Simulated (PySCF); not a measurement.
PySCF job for Sn(H)(Cl)2(Et) (C2H6Cl2Sn), SMILES C[CH2][SnH]([Cl])[Cl], C-PCM-M06-2X/def2-SVP. Geometry optimised at B3LYP-D3(BJ)/def2-SVP. The structure was generated by enumeration; whether it is a known compound was not checked. The def2 effective core potentials stand for the cores of Sn; spin–orbit coupling is left out. The values are those of a single conformer.

```python
import numpy as np
from pyscf import gto, scf, dft
from pyscf.solvent import pcm

mol = gto.M(
    atom='''
    Sn    0.53675135    0.17364805   -0.00000000
    Cl   -0.70387879    0.87280787   -1.89786481
    Cl   -0.70387878    0.87280790    1.89786480
    C     0.47384222   -1.98822025    0.00000001
    C    -0.96670307   -2.49528381    0.00000002
    H     2.00456199    1.06162166   -0.00000001
    H     1.03323040   -2.31526327    0.89054469
    H     1.03323039   -2.31526327   -0.89054467
    H    -0.99192796   -3.59747985    0.00000002
    H    -1.51380920   -2.14523068    0.88896862
    H    -1.51380921   -2.14523068   -0.88896859
    ''',
    basis='def2-SVP',
    ecp={'Sn': 'def2-svp'},
    charge=0,
    spin=0,
    max_memory=1600,
    verbose=3,
)
mf = dft.RKS(mol, xc='m06-2x').density_fit(auxbasis='def2-universal-jkfit')
mf.grids.level = 4
mf.conv_tol = 1e-9
mf.max_cycle = 100
mf.kernel()
res = {}
for name, eps in {'water': 78.355, 'dichloromethane': 8.93, 'dimethylsulfoxide': 46.826}.items():
    s = mf.PCM()
    s.with_solvent.method, s.with_solvent.eps, s.with_solvent.lebedev_order = 'C-PCM', eps, 29
    s.kernel(mf.make_rdm1())
    res[name] = (s.e_tot, eps, s.dip_moment(), s.mo_energy, s.converged)
    print(f'{name}: electrostatic solvation free energy {(s.e_tot - mf.e_tot) * 627.509474:.3f} kcal/mol')
```

Log of the run:

```
converged SCF energy = -1214.12174337562

WARN: PCM is an experimental feature. It is still in testing.
Features and APIs may be changed in the future.

converged SCF energy = -1214.13041983698
Dipole moment(X, Y, Z, Debye):  3.59294, -3.31967,  0.00000
water: electrostatic solvation free energy -5.445 kcal/mol

WARN: PCM is an experimental feature. It is still in testing.
Features and APIs may be changed in the future.

converged SCF energy = -1214.12938150284
Dipole moment(X, Y, Z, Debye):  3.46113, -3.24002,  0.00000
dichloromethane: electrostatic solvation free energy -4.793 kcal/mol

WARN: PCM is an experimental feature. It is still in testing.
Features and APIs may be changed in the future.

converged SCF energy = -1214.13032801663
Dipole moment(X, Y, Z, Debye):  3.58117, -3.31261,  0.00000
dimethylsulfoxide: electrostatic solvation free energy -5.387 kcal/mol
```

The calculation finished and met its thresholds.
